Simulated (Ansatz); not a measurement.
Breaking a bond: LiNa, singlet.

Level of theory: full CI/aug-cc-pVQZ, frozen core run with Ansatz (a quantum-chemistry and plane-wave program).

Task: Relative to R = 2.93 Å, what are the energies at R = 2.52, 3.29, 7.20, 8.00 Å?

Result: 5.5 mEh at 2.52 Å, 2.1 mEh at 3.29 Å, 31.3 mEh at 7.20 Å, 31.5 mEh at 8.00 Å.
